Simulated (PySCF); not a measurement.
**GdI from Hartree–Fock to correlated methods**

State: octet, about 7.0 electrons in the 4f shell (Mulliken). Set-up: basis Gd x2c-SVPall, I x2c-SVPall; spin-free X2C with a Gaussian nucleus; PySCF 2.14. De refers to Gd (4f7 5d1 6s2) + I in their high-spin ground configurations, without counterpoise correction. The functionals are run spin-unrestricted. A positive dipole means Gd(−)I(+). Levels whose curve was spin-contaminated or gave no clean fit are not listed.

```tsv
Level	Re (Å)	ωe (cm⁻¹)	De (eV)	μ (D)	CPU s a point (SCF and correlation, without the integrals)
ROHF	2.893	174	n/a	-3.51	15
ROHF-MP2	2.777	195	n/a	n/a	20
ROHF-SCS-MP2	2.801	191	n/a	n/a	n/a
ROHF-CCSD	2.806	191	3.54	n/a	n/a
ROHF-CCSD(T)	2.796	193	3.66	n/a	210
PBE	2.802	177	4.05	-1.99	8.2
PBE0	2.793	186	3.85	-2.83	6.1
HSE06	2.796	185	3.87	-2.76	15
B2PLYP	2.797	188	3.69	-3.05	6.1
```

Problem. Which functional lies closest to ROHF-CCSD(T) in De, which farthest, and by how much do they differ from it?

Solution. Closest is B2PLYP (+0.1 pm in Re, -2.6 % in ωe, +0.03 eV in De against ROHF-CCSD(T) in the same basis), farthest PBE (+0.6 pm in Re, -8.3 % in ωe, +0.39 eV in De). CCSD(T) converges more slowly with the basis than the functionals do and binds too weakly in this one, so the order can change at the basis-set limit.

Problem. What does a quarter of exact exchange do here, going from PBE to PBE0?

Solution. PBE0 less PBE: -0.9 pm in Re, +5.1 % in ωe, -0.20 eV in De. Exact exchange removes part of the self-interaction that spreads semilocal densities, and in most molecules shortens and stiffens the bond and lowers De; so it does here.

Problem. What does second-order correlation do here, going from ROHF to ROHF-MP2?

Solution. ROHF-MP2 less ROHF: -11.6 pm in Re, +12.1 % in ωe. Correlation nearly always deepens the well. The bond shortens, as in weak, metallic or heavy-atom bonds, where dispersion and the correlation of outer-core electrons pull the atoms together.

Correlated steps freeze 36 core orbitals. Correlated levels converge slowly with the basis: in double zeta they bind strong bonds too weakly, by up to about 1 eV, and carry superposition errors of some tenths. Spin–orbit coupling is left out, which matters for elements this heavy, above all for dissociation energies. Counting both spins, an empty level lies below a filled one in some of these solutions, because spin and occupation are held. B2PLYP dipoles, levels and charges come from its SCF part alone. UHF is strongly spin-contaminated for GdI, so the ROHF reference used there is far from stable. The state is the lowest single determinant that the PBE0 search found; with open d or f shells the true ground state can be another one.

The whole job (state search and all levels along the bond) took about 14 min on 4 threads of AMD EPYC 9R45 96-Core (shared host), peak memory 5 GiB.
